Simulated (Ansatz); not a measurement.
Gas-phase electronic energies from Ansatz, PBE0-D4/def2-TZVP geometries. CCSD(T)/CBS is the MP2 limit (def2-TZVPP, def2-QZVPP) plus CCSD(T) − MP2 in def2-TZVPP, frozen cores. This one scheme is used for every species. DFT in def2-TZVPP. One conformer a species, not always the lowest.

Reaction (ligand exchange at the Si–N bond): `F[SiH2]N([SiH3])[SiH3]` + `C=CCS` → `C=CCS[SiH3]` + `F[SiH2]N[SiH3]`

CCSD(T)/CBS gives -1.8 kcal/mol.

Another level gave -3.0 kcal/mol. Which?
A. PBE/def2-TZVPP
B. r2SCAN-D4/def2-TZVPP
C. CCSD/def2-TZVPP
D. MP2/def2-TZVPP

B. r2SCAN-D4 -3.0, MP2/def2-TZVPP -1.8, CCSD/def2-TZVPP -0.7, PBE -4.4 kcal/mol.

Largest T1 diagnostic among the species: 0.012.

From BLYP to BHLYP (50 % exact exchange), in def2-TZVPP and without D4, ΔE moves by +1.5 kcal/mol. In def2-TZVPP, CCSD(T) changes the Hartree–Fock value by −0.8 kcal/mol (the triples alone add −0.4 kcal/mol) and MP2 by −1.5 kcal/mol.
